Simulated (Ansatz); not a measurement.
Question: Name a neutral molecule of C, N, O, Si and H with HOMO–LUMO gap (PBE/def2-TZVPP) between 3.45 and 3.75 eV and size of the dipole moment (B3LYP/def2-TZVPP) between 3.55 and 3.85 D (Ansatz, PBE0-D4/def2-TZVP geometry).

Answer: `O=C1N[SiH2]1` (3.71 eV, 3.68 D). Other molecules can fit too; these were computed, each in one conformer that needn't be the lowest.

B3LYP here is the variant with VWN-RPA as its local correlation; programs differ in this.
